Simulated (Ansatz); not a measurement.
Geometry optimisation, RKS PBE/def2-SVP (Ansatz).

Input:

```yaml
crystal:
  periodic: [false, false, false]
  atoms:
    - { symbol: Ti, position_ang: [0.480274, -0.522581, -0.541651] }
    - { symbol: Cl, position_ang: [-1.308245, -0.516616, 2.55796] }
    - { symbol: Cl, position_ang: [1.354055, -0.704196, -2.544801] }
    - { symbol: Cl, position_ang: [0.592959, 1.504888, 0.310507] }
    - { symbol: "N", position_ang: [-1.11353, -1.451296, -0.54779] }
    - { symbol: H, position_ang: [-1.79215, -1.365503, 0.222797] }
    - { symbol: H, position_ang: [-1.427912, -2.102867, -1.276363] }
    - { symbol: P, position_ang: [1.738326, -1.949205, 0.967157] }
    - { symbol: H, position_ang: [1.752717, -3.141586, 0.167505] }
    - { symbol: H, position_ang: [3.080152, -1.54126, 0.652485] }
    - { symbol: H, position_ang: [-0.176245, -1.23838, 2.598994] }
basis:
  gaussian: { orbitals: def2-SVP }
hamiltonian:
  xc: pbe
relax:
  f_tol: 0.03
  max_steps: 50
```

Run as:

```bash
$ ansatz run input.yaml --threads 4 --pin off --max-ram 5120MiB --backend cpu --events-out ev --progress --plain --runs-dir out
```

Question: Where does it end, and by what steps?

Answer: The run converged. After 11 steps the energy has fallen by 0.134 eV; Cl2 moved furthest, 0.87 Å.

```json
{"step": "0", "energy less start (eV)": "0.0000", "largest force component (eV/Å)": "0.559", "accepted": "yes"}
{"step": "1", "energy less start (eV)": "-0.0454", "largest force component (eV/Å)": "0.812", "accepted": "yes"}
{"step": "2", "energy less start (eV)": "-0.0860", "largest force component (eV/Å)": "0.622", "accepted": "yes"}
{"step": "3", "energy less start (eV)": "-0.0925", "largest force component (eV/Å)": "0.771", "accepted": "yes"}
{"step": "4", "energy less start (eV)": "-0.1150", "largest force component (eV/Å)": "0.145", "accepted": "yes"}
{"step": "5", "energy less start (eV)": "-0.1146", "largest force component (eV/Å)": "0.230", "accepted": "no"}
{"step": "6", "energy less start (eV)": "-0.1272", "largest force component (eV/Å)": "0.117", "accepted": "yes"}
{"step": "7", "energy less start (eV)": "-0.1306", "largest force component (eV/Å)": "0.086", "accepted": "yes"}
{"step": "8", "energy less start (eV)": "-0.1328", "largest force component (eV/Å)": "0.090", "accepted": "yes"}
{"step": "9", "energy less start (eV)": "-0.1333", "largest force component (eV/Å)": "0.031", "accepted": "yes"}
{"step": "10", "energy less start (eV)": "-0.1335", "largest force component (eV/Å)": "0.032", "accepted": "yes"}
{"step": "11", "energy less start (eV)": "-0.1335", "largest force component (eV/Å)": "0.028", "accepted": "yes"}
```

```xyz
11
Properties=species:S:1:pos:R:3
Ti 0.567 -0.466 -0.821
Cl -1.414 -1.333 2.825
Cl 1.385 -1.005 -2.784
Cl 0.733 1.602 -0.102
N -1.086 -1.218 -0.548
H -1.599 -1.069 0.341
H -1.549 -1.926 -1.130
P 1.617 -1.707 1.027
H 1.645 -3.007 0.415
H 3.014 -1.411 0.866
H -0.133 -1.486 2.478
```

Whether the end is a true minimum wasn't checked by a vibrational analysis.

Time of the run: 33 s on 4 threads of Arm Neoverse V1, on a shared host, peak memory 0.25 GiB.
